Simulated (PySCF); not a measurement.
A GIAO shielding run with PySCF 2.14.0 with density-fitted response routines (density fitting, non-relativistic, gas phase) on `CN(CC1CC1)[SiH2]S`, C$_{5}$H$_{13}$NSSi:

```
$ OMP_NUM_THREADS=1 python probes_run.py task.json out

{"job": {"kind": "nmr", "xc": "PBE0", "basis": "pcSseg-1"}, "charge": 0, "multiplicity": 1}
C      1.482118    -1.002486     1.243515
N      0.903071     0.190597     0.667755
C     -0.512535     0.351581     0.920966
C     -1.388496    -0.509875     0.038915
C     -1.790656    -0.011816    -1.315831
C     -2.807751    -0.104226    -0.220009
Si     1.612959     1.071813    -0.616540
S      3.754064     0.917467    -0.461928
H      1.137825    -1.917673     0.751115
H      2.565852    -0.951646     1.161845
H      1.218216    -1.061193     2.301996
H     -0.703385     0.112508     1.974477
H     -0.767530     1.400879     0.757086
H     -1.194217    -1.571380     0.135195
H     -1.455074     0.970915    -1.611124
H     -1.846237    -0.715430    -2.132449
H     -3.161445     0.814358     0.223276
H     -3.561085    -0.874710    -0.278930
H      1.314949     2.481826    -0.412549
H      1.313250     0.637802    -1.985758
H      3.877187    -0.212368    -1.141496
```

Hardware: 1 thread of an Intel Xeon, shared host. The job also computes population analyses, field gradients, ring-centre shieldings.

Problem. How large is the calculation?

Solution. 80 electrons, 215 basis functions and 1155 auxiliary functions.

Problem. How long does it take, and how much memory does it need?

Solution. 110 s of wall time, with 13 SCF cycles and 4 response iterations; peak memory 1 GiB. Times on a shared host scatter by some tens of per cent.
